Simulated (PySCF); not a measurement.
Radial density of P²⁺ (phosphorus, charge +2)

wB97M-V, [Ne] 3s2 3d1, 2D determinant (an excited configuration). All numbers are calculated (PySCF 2.14, no relativity, point nucleus, in aug-cc-pV(Q+d)Z with one added diffuse shell each of s, p, d, f, g type (8s7p6d4f3g, 114 functions)).

| r (bohr) | 4πr²ρ (e/bohr) | 4πr²(ρα − ρβ) |
| --- | --- | --- |
| 0.00163 | 0.06992 | 0.0000 |
| 0.00275 | 0.1914 | 0.0000 |
| 0.00462 | 0.5118 | 0.0000 |
| 0.00777 | 1.318 | 0.0000 |
| 0.0131 | 3.181 | 0.0000 |
| 0.0220 | 6.895 | -0.0001 |
| 0.0370 | 12.49 | -0.0002 |
| 0.0622 | 16.88 | -0.0004 |
| 0.105 | 14.82 | -0.0010 |
| 0.176 | 10.64 | -0.0029 |
| 0.296 | 14.61 | -0.0049 |
| 0.498 | 13.49 | 0.0151 |
| 0.838 | 3.925 | 0.0934 |
| 1.41 | 1.858 | 0.2851 |
| 2.37 | 0.9518 | 0.3662 |
| 3.99 | 0.1527 | 0.1347 |
| 6.71 | 0.004982 | 0.0050 |

The outer electron is Rydberg-like, and this basis confines it to a smaller radius and binds it less than a complete one would.

Q: Where is the radial spin density 4πr²(ρα − ρβ) most negative, and why is it negative at all?

A: Around r = 0.296 bohr, down to -0.0049 e/bohr: exchange with the open shell polarises the paired shells in an unrestricted calculation.
